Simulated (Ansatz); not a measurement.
BF2H2OP (`FB(F)OP`). Total charge 0; spin multiplicity 1. The structure was optimised at the PBE0-D4/def2-TZVP level. It is one conformer, not always the lowest.

```xyz
7

F     1.776   -0.885   -0.057
B     0.730   -0.666   -0.841
F     0.710   -1.243   -2.026
O    -0.304    0.106   -0.463
P    -0.364    1.043    0.920
H    -1.652    1.577    0.655
H    -0.898    0.068    1.812
```

(1) What is the dipole moment at r2SCAN/def2-TZVPP? (An estimate is asked.)

(2) And with PBE, B3LYP, ωB97M-V? (Estimate.)

(3) Give the Mulliken charges with r2SCAN, PBE, ωB97M-V in def2-TZVPP. (An estimate is asked.)

Answers

(1) Computed: 1.75 D, with components (-1.13, 0.68, 1.15) D in this frame, pointing from negative to positive charge.

(2) Computed: PBE 1.73 D, B3LYP 1.85 D, ωB97M-V 1.83 D.

(3) Ansatz gave: 
```
atom  r2SCAN    PBE  ωB97M-V
  F1   -0.25  -0.21    -0.24
  B2    0.60   0.44     0.55
  F3   -0.24  -0.19    -0.23
  O4   -0.33  -0.25    -0.32
  P5    0.20   0.12     0.12
  H6    0.02   0.05     0.07
  H7    0.01   0.04     0.05
```

B3LYP here is the variant with VWN-RPA as its local correlation; programs differ in this.
